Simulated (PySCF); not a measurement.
Sn(Cl)2(Me)(OMe) (C₂H₆Cl₂OSn), SMILES C[O][Sn]([CH3])([Cl])[Cl].

Geometry: B3LYP-D3(BJ)/def2-SVP. The def2 effective core potentials stand for the cores of Sn; spin–orbit coupling is left out. Other conformers were not sampled.

Method: TDDFT-PBE/def2-SVPD run with PySCF.

Vertical excitations. Gas-phase values at a fixed geometry. State labels are in the subgroup Cs.

Computed lowest excited states:
```csv
state,symmetry,energy (eV),λ (nm),f,main pairs
S1,A",3.77,329,0.005,HOMO→LUMO 99 %
S2,A',4.65,266,0.066,HOMO−1→LUMO 95 %
S3,A",4.89,253,0.024,HOMO−2→LUMO 93 %
S4,A",4.95,250,0.003,HOMO−4→LUMO 94 %
S5,A',5.07,245,0.045,HOMO−3→LUMO 95 %
S6,A',5.24,237,0.000,HOMO−5→LUMO 99 %
S7,A",5.97,208,0.005,HOMO→LUMO+2 98 %
S8,A',6.13,202,0.047,HOMO→LUMO+1 89 %
S9,A",6.28,197,0.000,HOMO→LUMO+3 98 %
S10,A",6.51,191,0.001,HOMO−1→LUMO+1 94 %
T1,A",3.54,350,0,HOMO→LUMO 100 %
T2,A',4.06,306,0,HOMO−1→LUMO 99 %
T3,A",4.53,274,0,HOMO−2→LUMO 100 %
T4,A',4.58,271,0,HOMO−3→LUMO 99 %
```
Triplets are in the Tamm–Dancoff approximation, which puts them higher than full response would, so one can lie above its singlet here.
